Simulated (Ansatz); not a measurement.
A short molecular-dynamics run on CH4BFS.

```yaml
crystal:
  periodic: [false, false, false]
  atoms:
    - {symbol: B, position_ang: [-0.410112, 0.835169, -0.209236]}
    - {symbol: C, position_ang: [0.795941, -0.092842, 0.053372]}
    - {symbol: F, position_ang: [1.685921, 0.155823, 1.039407]}
    - {symbol: S, position_ang: [-0.731688, -0.964604, 0.755423]}
    - {symbol: H, position_ang: [-0.921590, 0.823206, -1.287569]}
    - {symbol: H, position_ang: [-0.635627, 1.686946, 0.596866]}
    - {symbol: H, position_ang: [1.244944, -0.736579, -0.699927]}
    - {symbol: H, position_ang: [-0.935690, -1.764219, -0.304235]}
basis:
  gaussian: {orbitals: def2-SVP}
hamiltonian: {xc: {name: revPBE}}
md: {timestep: 2 fs, n_steps: 30, ensemble: nvt_langevin, temperature: 1000, initial_velocities: maxwell_boltzmann, friction: 0.01, seed: 997}
```

```sh
$ ansatz run in.yaml --threads 2 --pin off --events-out ev --progress --plain --max-ram 4352MiB
```

```json
{"step": "0", "time (fs)": "0.0", "potential energy (eV)": "-15319.7089", "kinetic (eV)": "0.9048", "T (K)": "875", "conserved (eV)": "–"}
{"step": "1", "time (fs)": "2.0", "potential energy (eV)": "-15319.5705", "kinetic (eV)": "0.6738", "T (K)": "652", "conserved (eV)": "–"}
{"step": "2", "time (fs)": "4.0", "potential energy (eV)": "-15319.4019", "kinetic (eV)": "0.4664", "T (K)": "451", "conserved (eV)": "–"}
{"step": "3", "time (fs)": "6.0", "potential energy (eV)": "-15319.2466", "kinetic (eV)": "0.3211", "T (K)": "311", "conserved (eV)": "–"}
{"step": "4", "time (fs)": "8.0", "potential energy (eV)": "-15319.2458", "kinetic (eV)": "0.3604", "T (K)": "348", "conserved (eV)": "–"}
{"step": "5", "time (fs)": "10.0", "potential energy (eV)": "-15319.3237", "kinetic (eV)": "0.4965", "T (K)": "480", "conserved (eV)": "–"}
{"step": "6", "time (fs)": "12.0", "potential energy (eV)": "-15319.3983", "kinetic (eV)": "0.5903", "T (K)": "571", "conserved (eV)": "–"}
{"step": "7", "time (fs)": "14.0", "potential energy (eV)": "-15319.5443", "kinetic (eV)": "0.7243", "T (K)": "700", "conserved (eV)": "–"}
{"step": "8", "time (fs)": "16.0", "potential energy (eV)": "-15319.4285", "kinetic (eV)": "0.6286", "T (K)": "608", "conserved (eV)": "–"}
{"step": "9", "time (fs)": "18.0", "potential energy (eV)": "-15319.3246", "kinetic (eV)": "0.5966", "T (K)": "577", "conserved (eV)": "–"}
{"step": "10", "time (fs)": "20.0", "potential energy (eV)": "-15319.4310", "kinetic (eV)": "0.6263", "T (K)": "606", "conserved (eV)": "–"}
{"step": "11", "time (fs)": "22.0", "potential energy (eV)": "-15319.3720", "kinetic (eV)": "0.5856", "T (K)": "566", "conserved (eV)": "–"}
{"step": "12", "time (fs)": "24.0", "potential energy (eV)": "-15319.1632", "kinetic (eV)": "0.3934", "T (K)": "380", "conserved (eV)": "–"}
{"step": "13", "time (fs)": "26.0", "potential energy (eV)": "-15319.3172", "kinetic (eV)": "0.4777", "T (K)": "462", "conserved (eV)": "–"}
{"step": "14", "time (fs)": "28.0", "potential energy (eV)": "-15319.2549", "kinetic (eV)": "0.3923", "T (K)": "379", "conserved (eV)": "–"}
{"step": "15", "time (fs)": "30.0", "potential energy (eV)": "-15319.2186", "kinetic (eV)": "0.4337", "T (K)": "419", "conserved (eV)": "–"}
{"step": "16", "time (fs)": "32.0", "potential energy (eV)": "-15319.3077", "kinetic (eV)": "0.5356", "T (K)": "518", "conserved (eV)": "–"}
{"step": "17", "time (fs)": "34.0", "potential energy (eV)": "-15319.2748", "kinetic (eV)": "0.5566", "T (K)": "538", "conserved (eV)": "–"}
{"step": "18", "time (fs)": "36.0", "potential energy (eV)": "-15319.2668", "kinetic (eV)": "0.4808", "T (K)": "465", "conserved (eV)": "–"}
{"step": "19", "time (fs)": "38.0", "potential energy (eV)": "-15319.2877", "kinetic (eV)": "0.5003", "T (K)": "484", "conserved (eV)": "–"}
{"step": "20", "time (fs)": "40.0", "potential energy (eV)": "-15319.3002", "kinetic (eV)": "0.5870", "T (K)": "568", "conserved (eV)": "–"}
{"step": "21", "time (fs)": "42.0", "potential energy (eV)": "-15319.2445", "kinetic (eV)": "0.5549", "T (K)": "537", "conserved (eV)": "–"}
{"step": "22", "time (fs)": "44.0", "potential energy (eV)": "-15319.0858", "kinetic (eV)": "0.3860", "T (K)": "373", "conserved (eV)": "–"}
{"step": "23", "time (fs)": "46.0", "potential energy (eV)": "-15319.1377", "kinetic (eV)": "0.4573", "T (K)": "442", "conserved (eV)": "–"}
{"step": "24", "time (fs)": "48.0", "potential energy (eV)": "-15319.2241", "kinetic (eV)": "0.5577", "T (K)": "539", "conserved (eV)": "–"}
{"step": "25", "time (fs)": "50.0", "potential energy (eV)": "-15319.1388", "kinetic (eV)": "0.4863", "T (K)": "470", "conserved (eV)": "–"}
{"step": "26", "time (fs)": "52.0", "potential energy (eV)": "-15319.2270", "kinetic (eV)": "0.5006", "T (K)": "484", "conserved (eV)": "–"}
{"step": "27", "time (fs)": "54.0", "potential energy (eV)": "-15319.3255", "kinetic (eV)": "0.7523", "T (K)": "728", "conserved (eV)": "–"}
{"step": "28", "time (fs)": "56.0", "potential energy (eV)": "-15319.2181", "kinetic (eV)": "0.7051", "T (K)": "682", "conserved (eV)": "–"}
{"step": "29", "time (fs)": "58.0", "potential energy (eV)": "-15319.1205", "kinetic (eV)": "0.6246", "T (K)": "604", "conserved (eV)": "–"}
{"step": "30", "time (fs)": "60.0", "potential energy (eV)": "-15319.1058", "kinetic (eV)": "0.6557", "T (K)": "634", "conserved (eV)": "–"}
```

Velocities are drawn at the set temperature; a run this short doesn't reach equilibrium.

Frames (Å, forces in eV/Å):

```xyz
8
time=0.0 fs
B    -0.410    0.835   -0.209   -0.029   -0.019   -0.014
C     0.796   -0.093    0.053    0.268    0.331    0.043
F     1.686    0.156    1.039    0.451    0.156    0.401
S    -0.732   -0.965    0.755   -0.507   -0.091    0.645
H    -0.922    0.823   -1.288   -0.242    0.029   -0.463
H    -0.636    1.687    0.597   -0.097    0.366    0.322
H     1.245   -0.737   -0.700    0.269   -0.420   -0.519
H    -0.936   -1.764   -0.304   -0.114   -0.352   -0.413
8
time=2.0 fs
B    -0.408    0.819   -0.191   -0.761   -0.019   -1.393
C     0.828   -0.110    0.055   -1.482    1.699    0.121
F     1.675    0.169    1.027    1.399    0.351    1.603
S    -0.737   -0.964    0.758   -0.210   -0.568    0.041
H    -0.969    0.808   -1.325    0.498   -0.059    0.773
H    -0.735    1.710    0.561    0.255    0.019    0.259
H     1.337   -0.649   -0.701    0.442   -1.326   -1.381
H    -0.905   -1.776   -0.321   -0.140   -0.097   -0.022
8
time=4.0 fs
B    -0.406    0.801   -0.181   -1.178    0.410   -1.466
C     0.852   -0.122    0.059   -1.475    1.227   -1.969
F     1.667    0.185    1.016    2.134    0.475    2.527
S    -0.745   -0.965    0.759    0.005   -0.888   -0.294
H    -0.981    0.795   -1.333    0.684   -0.117    1.020
H    -0.811    1.730    0.550    0.669   -0.576   -0.086
H     1.431   -0.614   -0.759   -0.677   -0.583    0.059
H    -0.883   -1.789   -0.330   -0.162    0.052    0.208
8
time=6.0 fs
B    -0.409    0.787   -0.182   -0.977    0.584   -0.800
C     0.872   -0.131    0.059   -1.548    1.075   -3.208
F     1.665    0.206    1.010    2.486    0.474    2.901
S    -0.753   -0.967    0.758    0.187   -1.013   -0.418
H    -0.957    0.792   -1.309    0.412   -0.148    0.502
H    -0.858    1.726    0.561    0.933   -0.906   -0.333
H     1.489   -0.603   -0.809   -1.325   -0.178    1.080
H    -0.868   -1.811   -0.325   -0.169    0.112    0.276
8
time=8.0 fs
B    -0.418    0.776   -0.189    0.020    0.081    0.209
C     0.888   -0.137    0.055   -1.835    1.397   -3.067
F     1.668    0.230    1.012    2.292    0.287    2.567
S    -0.760   -0.969    0.757    0.364   -1.009   -0.443
H    -0.923    0.782   -1.266   -0.210   -0.139   -0.717
H    -0.856    1.685    0.558    0.801   -0.572   -0.127
H     1.502   -0.596   -0.830   -1.284   -0.187    1.312
H    -0.871   -1.836   -0.309   -0.148    0.143    0.267
8
time=10.0 fs
B    -0.428    0.769   -0.195    1.204   -1.049    0.454
C     0.898   -0.140    0.044   -2.290    2.125   -1.497
F     1.677    0.256    1.021    1.629   -0.078    1.626
S    -0.763   -0.974    0.758    0.551   -0.902   -0.366
H    -0.910    0.761   -1.240   -0.683   -0.077   -1.642
H    -0.799    1.619    0.553    0.262    0.433    0.604
H     1.474   -0.586   -0.815   -0.563   -0.625    0.626
H    -0.887   -1.870   -0.281   -0.109    0.174    0.195
8
time=12.0 fs
B    -0.432    0.763   -0.198    1.252   -1.622   -0.543
C     0.903   -0.135    0.030   -2.924    3.132    1.167
F     1.691    0.283    1.035    0.776   -0.500    0.416
S    -0.766   -0.981    0.760    0.706   -0.680   -0.136
H    -0.942    0.731   -1.260   -0.381    0.060   -0.905
H    -0.724    1.582    0.577   -0.079    0.942    0.914
H     1.424   -0.597   -0.771    0.732   -1.494   -0.953
H    -0.893   -1.905   -0.246   -0.082    0.162    0.039
8
time=14.0 fs
B    -0.430    0.755   -0.202    0.150   -0.775   -1.185
C     0.898   -0.117    0.020   -1.626    2.425    1.388
F     1.705    0.309    1.051   -0.028   -0.782   -0.577
S    -0.768   -0.990    0.762    0.732   -0.276    0.336
H    -0.999    0.693   -1.321    0.411    0.258    0.674
H    -0.666    1.604    0.629    0.004    0.119   -0.021
H     1.425   -0.663   -0.749    0.417   -0.955   -0.336
H    -0.896   -1.927   -0.212   -0.061   -0.013   -0.279
8
time=16.0 fs
B    -0.424    0.748   -0.209   -0.803    0.077   -1.328
C     0.889   -0.091    0.014    0.595    0.546    0.722
F     1.719    0.333    1.068   -0.717   -0.881   -1.265
S    -0.772   -0.998    0.765    0.694    0.223    0.821
H    -1.045    0.658   -1.378    0.942    0.423    1.595
H    -0.620    1.642    0.666    0.022   -0.629   -0.832
H     1.465   -0.760   -0.721   -0.691    0.498    0.920
H    -0.904   -1.935   -0.186   -0.042   -0.257   -0.633
8
time=18.0 fs
B    -0.417    0.746   -0.223   -1.200    0.351   -1.140
C     0.882   -0.066    0.011    1.978   -0.827    0.954
F     1.732    0.354    1.083   -1.198   -0.825   -1.654
S    -0.777   -1.004    0.770    0.571    0.217    0.648
H    -1.058    0.635   -1.381    1.016    0.504    1.596
H    -0.578    1.649    0.664   -0.092   -0.735   -0.999
H     1.482   -0.843   -0.644   -1.121    1.298    0.996
H    -0.913   -1.955   -0.187    0.045    0.015   -0.401
8
time=20.0 fs
B    -0.409    0.749   -0.246   -0.834    0.165   -0.322
C     0.880   -0.042    0.014    2.219   -1.251    1.643
F     1.740    0.372    1.093   -1.428   -0.646   -1.746
S    -0.780   -1.011    0.776    0.409   -0.015    0.134
H    -1.031    0.633   -1.329    0.521    0.446    0.597
H    -0.541    1.626    0.632   -0.264   -0.323   -0.685
H     1.458   -0.879   -0.530   -0.771    1.127    0.283
H    -0.913   -1.980   -0.204    0.148    0.497    0.097
8
time=22.0 fs
B    -0.402    0.755   -0.272    0.411   -0.342    1.182
C     0.887   -0.025    0.021    1.103   -0.023    2.714
F     1.744    0.389    1.100   -1.466   -0.461   -1.712
S    -0.783   -1.018    0.785    0.345    0.069   -0.168
H    -0.991    0.650   -1.262   -0.569    0.211   -1.358
H    -0.510    1.595    0.580   -0.448    0.445    0.009
H     1.399   -0.867   -0.414    0.478   -0.508   -0.968
H    -0.888   -1.977   -0.223    0.147    0.609    0.301
8
time=24.0 fs
B    -0.391    0.761   -0.287    1.010   -0.934    1.525
C     0.897   -0.009    0.032    0.195    1.003    3.139
F     1.745    0.403    1.103   -1.361   -0.304   -1.599
S    -0.789   -1.027    0.794    0.309    0.363   -0.218
H    -0.982    0.678   -1.243   -1.022    0.059   -2.177
H    -0.484    1.577    0.536   -0.587    1.197    0.730
H     1.344   -0.873   -0.332    1.370   -1.855   -1.657
H    -0.845   -1.961   -0.231    0.085    0.472    0.257
8
time=26.0 fs
B    -0.375    0.766   -0.294   -0.353   -0.766    0.024
C     0.905    0.010    0.052    1.205   -1.480    1.917
F     1.742    0.416    1.101   -1.145   -0.150   -1.339
S    -0.794   -1.036    0.801    0.222    0.771   -0.021
H    -1.021    0.716   -1.301    0.129    0.071   -0.439
H    -0.476    1.594    0.525   -0.569    1.086    0.649
H     1.328   -0.944   -0.302    0.470    0.277   -0.807
H    -0.806   -1.942   -0.228    0.040    0.191    0.016
8
time=28.0 fs
B    -0.359    0.773   -0.300   -1.627    0.271   -0.385
C     0.913    0.024    0.076    1.494   -3.101    0.789
F     1.736    0.427    1.099   -0.784   -0.024   -0.909
S    -0.797   -1.044    0.806    0.191    1.207    0.240
H    -1.064    0.759   -1.374    1.108   -0.019    0.985
H    -0.491    1.648    0.545   -0.365    0.104   -0.235
H     1.327   -0.992   -0.309   -0.032    1.740   -0.168
H    -0.766   -1.912   -0.229    0.015   -0.178   -0.318
8
time=30.0 fs
B    -0.352    0.781   -0.306   -1.765    1.042    0.243
C     0.923    0.029    0.106    0.449   -2.896   -0.292
F     1.728    0.437    1.095   -0.165    0.150   -0.161
S    -0.797   -1.051    0.810    0.241    1.269    0.097
H    -1.060    0.804   -1.411    1.315   -0.159    1.347
H    -0.514    1.700    0.579   -0.157   -0.733   -0.989
H     1.324   -0.967   -0.331    0.100    1.585    0.039
H    -0.722   -1.883   -0.249   -0.019   -0.258   -0.284
8
time=32.0 fs
B    -0.354    0.790   -0.310   -0.889    1.072    1.127
C     0.936    0.024    0.138   -1.685   -1.174   -1.100
F     1.718    0.445    1.094    0.696    0.435    0.901
S    -0.796   -1.057    0.814    0.387    0.906   -0.569
H    -0.999    0.853   -1.407    0.912   -0.317    0.891
H    -0.535    1.725    0.579   -0.085   -0.936   -1.095
H     1.317   -0.881   -0.348    0.772   -0.025   -0.413
H    -0.684   -1.864   -0.293   -0.106    0.038    0.258
8
time=34.0 fs
B    -0.359    0.801   -0.311    0.411    0.543    2.235
C     0.944    0.019    0.166   -3.699    0.577   -1.463
F     1.708    0.454    1.096    1.478    0.715    1.914
S    -0.797   -1.064    0.814    0.612    0.691   -1.047
H    -0.907    0.898   -1.371    0.064   -0.413   -0.479
H    -0.562    1.725    0.531   -0.110   -0.611   -0.596
H     1.336   -0.784   -0.381    1.442   -1.680   -1.163
H    -0.649   -1.842   -0.329   -0.197    0.177    0.599
8
time=36.0 fs
B    -0.358    0.814   -0.307    1.319   -0.316    2.918
C     0.939    0.016    0.185   -3.290   -0.434   -2.905
F     1.701    0.465    1.101    1.696    0.698    2.255
S    -0.797   -1.072    0.814    0.841    0.715   -1.147
H    -0.822    0.929   -1.342   -0.643   -0.407   -1.942
H    -0.589    1.711    0.475   -0.226    0.091    0.223
H     1.395   -0.740   -0.467    0.576   -0.410    0.020
H    -0.605   -1.810   -0.345   -0.273    0.064    0.578
8
time=38.0 fs
B    -0.353    0.827   -0.292    0.961   -0.955    1.085
C     0.925    0.009    0.191   -1.727   -0.902   -3.307
F     1.699    0.478    1.111    1.219    0.302    1.739
S    -0.796   -1.080    0.811    1.024    0.825   -1.019
H    -0.775    0.934   -1.382   -0.290   -0.514   -1.042
H    -0.624    1.704    0.434   -0.378    0.789    0.929
H     1.465   -0.709   -0.551   -0.476    0.620    1.256
H    -0.559   -1.770   -0.354   -0.333   -0.164    0.359
8
time=40.0 fs
B    -0.348    0.835   -0.272   -0.054   -0.565   -0.934
C     0.905    0.001    0.186   -0.069   -0.324   -2.138
F     1.702    0.492    1.126    0.325   -0.252    0.784
S    -0.792   -1.090    0.807    1.079    1.101   -0.525
H    -0.753    0.921   -1.460    0.265   -0.587    0.719
H    -0.688    1.738    0.412   -0.202    0.488    0.779
H     1.520   -0.661   -0.584   -1.047    0.685    1.520
H    -0.530   -1.735   -0.347   -0.297   -0.547   -0.206
8
time=42.0 fs
B    -0.344    0.842   -0.257   -1.114    0.586   -1.466
C     0.883   -0.006    0.173    0.790    0.860   -0.019
F     1.708    0.506    1.142   -0.491   -0.678   -0.023
S    -0.785   -1.098    0.804    1.121    1.260   -0.218
H    -0.721    0.893   -1.519    0.405   -0.495    1.613
H    -0.773    1.800    0.415    0.380   -0.666   -0.006
H     1.538   -0.588   -0.556   -0.820   -0.074    0.709
H    -0.511   -1.723   -0.340   -0.271   -0.793   -0.590
8
time=44.0 fs
B    -0.344    0.849   -0.248   -1.534    1.008   -1.349
C     0.865   -0.015    0.160    0.033    2.581    2.595
F     1.712    0.518    1.154   -0.953   -0.921   -0.443
S    -0.779   -1.105    0.802    1.312    0.977   -0.665
H    -0.671    0.831   -1.525    0.200   -0.228    1.647
H    -0.838    1.834    0.436    0.795   -1.318   -0.519
H     1.525   -0.518   -0.501    0.549   -1.512   -1.078
H    -0.495   -1.739   -0.355   -0.402   -0.586   -0.189
8
time=46.0 fs
B    -0.349    0.857   -0.244   -1.197    0.500   -0.854
C     0.851   -0.020    0.158    0.510    2.644    2.934
F     1.714    0.530    1.166   -1.192   -1.131   -0.719
S    -0.771   -1.114    0.798    1.461    0.574   -1.208
H    -0.620    0.742   -1.474   -0.199    0.087    0.880
H    -0.866    1.817    0.442    0.789   -1.177   -0.558
H     1.529   -0.524   -0.495    0.365   -1.308   -0.918
H    -0.487   -1.780   -0.377   -0.537   -0.190    0.442
8
time=48.0 fs
B    -0.358    0.869   -0.243   -0.319   -0.575   -0.161
C     0.836   -0.016    0.169    2.161    1.313    1.505
F     1.714    0.540    1.175   -1.338   -1.310   -0.917
S    -0.762   -1.124    0.792    1.400    0.369   -1.271
H    -0.583    0.653   -1.399   -0.647    0.220   -0.509
H    -0.868    1.761    0.426    0.322   -0.280   -0.075
H     1.537   -0.587   -0.535   -1.070    0.168    0.704
H    -0.506   -1.834   -0.382   -0.511    0.095    0.725
8
time=50.0 fs
B    -0.371    0.882   -0.242    0.850   -2.014   -0.035
C     0.823   -0.007    0.186    2.372    0.752    0.896
F     1.713    0.543    1.183   -1.386   -1.375   -0.958
S    -0.750   -1.134    0.786    1.155    0.459   -0.779
H    -0.572    0.580   -1.340   -0.934    0.179   -1.626
H    -0.852    1.699    0.410   -0.539    1.155    0.859
H     1.497   -0.628   -0.541   -1.190    0.715    1.127
H    -0.545   -1.885   -0.360   -0.328    0.129    0.516
8
time=52.0 fs
B    -0.378    0.888   -0.241    0.990   -2.599   -0.648
C     0.814    0.005    0.205    1.711    0.877    1.102
F     1.711    0.541    1.191   -1.375   -1.289   -0.853
S    -0.736   -1.145    0.780    0.824    0.750   -0.019
H    -0.597    0.518   -1.337   -0.807    0.452   -1.086
H    -0.838    1.683    0.430   -0.819    1.510    1.013
H     1.433   -0.631   -0.491   -0.423    0.313    0.434
H    -0.591   -1.925   -0.330   -0.099   -0.015    0.057
8
time=54.0 fs
B    -0.382    0.889   -0.243   -0.088   -1.548   -0.376
C     0.807    0.022    0.228    0.917    1.200    1.526
F     1.707    0.539    1.198   -1.334   -1.038   -0.556
S    -0.721   -1.158    0.774    0.408    1.029    0.710
H    -0.644    0.480   -1.371   -0.450    0.846    0.023
H    -0.844    1.723    0.494   -0.171    0.210   -0.196
H     1.382   -0.625   -0.407    0.578   -0.577   -0.787
H    -0.656   -1.964   -0.306    0.139   -0.120   -0.343
8
time=56.0 fs
B    -0.388    0.884   -0.246   -1.025   -0.320    0.285
C     0.798    0.044    0.255    0.937    0.619    0.886
F     1.698    0.533    1.203   -1.192   -0.631   -0.030
S    -0.706   -1.171    0.767   -0.076    1.066    1.145
H    -0.699    0.491   -1.399   -0.124    0.923    0.614
H    -0.859    1.776    0.561    0.356   -0.932   -1.228
H     1.364   -0.635   -0.337    0.762   -0.730   -1.231
H    -0.736   -2.010   -0.291    0.362    0.004   -0.443
8
time=58.0 fs
B    -0.396    0.876   -0.243   -1.509    0.374    0.528
C     0.788    0.069    0.285    1.841   -1.159   -0.917
F     1.686    0.525    1.206   -0.895   -0.162    0.654
S    -0.692   -1.186    0.762   -0.529    0.823    1.204
H    -0.756    0.535   -1.405    0.141    0.758    0.790
H    -0.863    1.802    0.579    0.444   -1.266   -1.429
H     1.374   -0.655   -0.312   -0.061    0.276   -0.603
H    -0.805   -2.062   -0.285    0.567    0.356   -0.227
8
time=60.0 fs
B    -0.408    0.868   -0.235   -1.329    0.292    0.374
C     0.782    0.091    0.308    2.257   -2.570   -2.581
F     1.673    0.517    1.209   -0.465    0.268    1.354
S    -0.680   -1.200    0.756   -0.849    0.611    1.222
H    -0.818    0.599   -1.377    0.283    0.406    0.470
H    -0.840    1.774    0.528    0.033   -0.639   -0.705
H     1.383   -0.662   -0.315   -0.646    1.014   -0.070
H    -0.851   -2.094   -0.288    0.718    0.619   -0.063
```

Hardware: 2 threads of an Arm Neoverse V1 on a shared host. Wall time 37 s, peak host memory 0.14 GiB.
